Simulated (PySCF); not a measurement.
**Dipole moment and polarisability of n-SiGeSiSiH10**

Species: n-SiGeSiSiH10.
Geometry (PBE0-D3(BJ)/def2-SVP, Å), atoms numbered from 1 in this order:
```
atom  x, y, z in Å
Si1    2.1102    1.0144   -0.3642
Ge2   -0.1964    1.4334   -0.7856
Si3   -1.5236    0.0819    0.6636
Si4   -0.8406   -2.1532    0.4757
H5     2.9815    1.8661   -1.2300
H6     2.4100   -0.4247   -0.6386
H7     2.4200    1.3005    1.0701
H8    -0.5260    1.0796   -2.2507
H9    -0.5172    2.9274   -0.5757
H10   -2.9757    0.2081    0.3219
H11   -1.3237    0.5443    2.0738
H12   -1.6843   -3.0538    1.3200
H13   -0.9393   -2.5938   -0.9502
H14    0.5856   -2.2739    0.9131
```

Level: CAM-B3LYP/def2-SVPD (PySCF), static field, nuclei fixed, core orbitals frozen in the response. The polarisability tensor in these axes (au):

```
x   134.50   7.34  -6.73
y     7.34 134.12  -9.70
z    -6.73  -9.70 109.97
```

**Question.** What are the eigenvalues, a third of the trace, and Δα (Δα² = ½Σ(αi − αj)² over the three pairs)?

**Answer.** Principal values 105.96, 127.16 and 145.47 au; mean 126.20 au = 18.70 Å³ = 20.81 × 10⁻⁴⁰ C²·m²/J; Δα = 34.24 au (27 % of the mean).

**Question.** What is the dipole moment?

**Answer.** 0.08 D at this geometry.

**Question.** What would n − 1 = 2πNα be for an ideal gas of these molecules at 400 K and 1 atm, electronic part alone?

**Answer.** N = p/kT = 1.8347 × 10¹⁹ cm⁻³, so n − 1 = 2π × N × 18.70 × 10⁻²⁴ cm³ = 2156 × 10⁻⁶ at long wavelengths.

**Question.** In TDDFT the mean static polarisability is Σ f/ω² over all singlet excitations (ω in hartree). How much of it do the 15 lowest give? Their energies (eV) and oscillator strengths: 6.72, 0.1143; 6.75, 0.0758; 6.98, 0.1190; 7.14, 0.0343; 7.16, 0.1845; 7.19, 0.0455; 7.27, 0.1641; 7.43, 0.1411; 7.54, 0.0393; 7.61, 0.0181; 7.63, 0.0694; 7.75, 0.0551; 7.79, 0.1136; 7.90, 0.0499; 8.01, 0.0126.

**Answer.** They add up to 17.35 au, 13.7 % of the 126.20 au; the largest single term is 2.66 au, from the state at 7.16 eV. Terms in order: 1.87, 1.23, 1.81, 0.50, 2.66, 0.65, 2.30, 1.89, 0.51, 0.23, 0.88, 0.68, 1.39, 0.59, 0.14 au. Higher excitations give the rest. The strengths listed sum to 1.237.

**Question.** Directions of the eigenvectors, and the extent of the frame along each?

**Answer.** Largest value along (0.65, 0.69, -0.31), where the nuclei span 7.24 Å; middle along (0.74, -0.66, 0.08), 4.40 Å; least along (0.15, 0.29, 0.95), 3.82 Å. The response follows the extents in order.

The structure is a single PBE0-D3(BJ)/def2-SVP conformer in the gas phase; no vibrational or solvent corrections. The calculation is non-relativistic, for germanium too.

The run behind these numbers computed excited states as well. Hardware: one thread of an Intel Xeon at 2.50 GHz (shared host). Cost: 1.9 min (with the writing of density and orbital grids), 0.92 GiB resident at most.
